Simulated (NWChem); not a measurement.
## Correlation energy of formamidinium (CH5N2 (+1))

```xyz
8

N     -1.1642     0.0000    -0.1738
C      0.0000     0.0000     0.4216
N      1.1642     0.0000    -0.1738
H     -1.2725     0.0000    -1.1855
H     -2.0167     0.0000     0.3788
H      0.0000     0.0000     1.5175
H      1.2725     0.0000    -1.1855
H      2.0167     0.0000     0.3788
```
Charge +1, spin multiplicity 1.

All runs are NWChem calculations. All single points use one geometry, from PBE0/def2-SVP, a minimum by its harmonic frequencies. It is one conformer; others weren't searched.

Basis set: cc-pVDZ. Each correlation energy counts from its own Hartree-Fock reference.

The correlated methods keep 3 core orbitals frozen. Coupled-cluster values serve here as a point of comparison, not as the truth.

**Question.** Order these methods by the correlation energy they give, lowest first: CCSD, SCS-MP2, CR-CCSD[T], CCSD+T(CCSD), RI-MP2.

**Answer.** CCSD+T(CCSD) (-505.8 mHa), CR-CCSD[T] (-502.4 mHa), CCSD (-490.4 mHa), RI-MP2 (-460.5 mHa), SCS-MP2 (-454.3 mHa)
